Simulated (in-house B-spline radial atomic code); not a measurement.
Multiplet parameters of the 4d3 shell in the molybdenum ion Mo³⁺ ([Kr] 4d3). Method: non-relativistic Hartree-Fock, average of configuration, point nucleus. Calculated with a radial B-spline atomic code at the basis-set limit.

Slater integrals: F^2 = 63608 cm⁻¹, F^4 = 41821 cm⁻¹. Central-field spin-orbit parameter ζ(4d) = 863.1 cm⁻¹ (bare central field on non-relativistic orbitals, without two-electron terms: too large for light atoms, too small for heavy ones).

Question: What are Racah's B and C?

Answer: B = F^2/49 - 5F^4/441 = 824 cm⁻¹, C = 35F^4/441 = 3319 cm⁻¹, C/B = 4.03.

Question: Where do the terms lie in LS coupling, without spin-orbit interaction?

Answer: In cm⁻¹ above the Hund's-rule term (some of the terms):
| term | expression | energy |
| --- | --- | --- |
| 4F | 0B + 0C | 0 |
| 4P | 15B + 0C | 12359 |
| 2G | 4B + 3C | 13253 |
| 2H | 9B + 3C | 17373 |
| 2F | 24B + 3C | 29732 |

Question: How far can these numbers be trusted?

Answer: Fits to spectra need these integrals scaled down, since correlation screens the repulsion. Here ζ is 1.05 times B, so the coupling is intermediate: spin-orbit interaction mixes the terms, and LS labels name only the largest part.
